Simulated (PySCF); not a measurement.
Dithienothiophene, SMILES c1cc2sc3ccsc3c2s1 (GFN2-xTB optimised geometry):

```
15

C      1.907     2.553     0.000
C      2.430     1.300     0.000
C      1.414     0.324     0.000
S      1.418    -1.416     0.000
C     -0.323    -1.416     0.000
C     -1.297    -2.434     0.000
C     -2.550    -1.914     0.000
S     -2.587    -0.182     0.000
C     -0.863    -0.133     0.000
C      0.130     0.861     0.000
S      0.175     2.586     0.000
H      2.435     3.485     0.000
H      3.482     1.081     0.000
H     -1.075    -3.485     0.000
H     -3.482    -2.444     0.000
```

Calculation: PBE0/def2-TZVP run with PySCF 2.14.0.

What are the frontier orbital energies and the dipole moment?

HOMO-2 -7.59 eV, HOMO-1 -6.42 eV, HOMO -6.02 eV, LUMO -1.18 eV, LUMO+1 0.12 eV; dipole moment 0.46 D.

Meta-Löwdin charges at PBE0/def2-TZVP: C1 -0.26, C2 -0.15, C3 -0.13, S4 0.25, C5 -0.13, C6 -0.15, C7 -0.26, S8 0.28, C9 -0.15, C10 -0.15, S11 0.28, H12 0.15, H13 0.14, H14 0.14, H15 0.15.
